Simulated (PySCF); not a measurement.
# Yb⁺ (ytterbium, charge +1) across methods

[Xe] 4f14 6s1, 2S determinant. All numbers are calculated (PySCF 2.14, the spin-free X2C one-electron Hamiltonian (Gaussian nucleus), in cc-pVDZ-X2C (8s7p5d3f1g, 84 functions)).

```tsv
method	E (hartree)	mean ε 6s α (eV)	mean ε 4f α (eV)	mean ε 4f β (eV)	Σ⟨r²⟩ (bohr²)	⟨S²⟩
LDA	-14049.91	-9.936	-9.372	-9.344	51.25	0.751
revPBE	-14059.70	-9.628	-9.013	-8.985	51.53	0.750
UHF	-14054.26101	-11.303	-20.087	-20.083	51.70	0.750
BLYP	-14060.21	-9.658	-8.921	-8.894	51.49	0.750
M06-L	-14059.03	-9.617	-9.257	-9.210	51.34	0.753
PBE0	-14059.06	-10.177	-11.896	-11.880	51.25	0.750
PBE	-14059.30	-9.703	-9.076	-9.046	51.48	0.750
r2SCAN	-14059.40	-9.811	-8.988	-8.944	51.36	0.750
```

Spin-orbit coupling, which splits the p, d and f shells strongly at this Z, is absent.
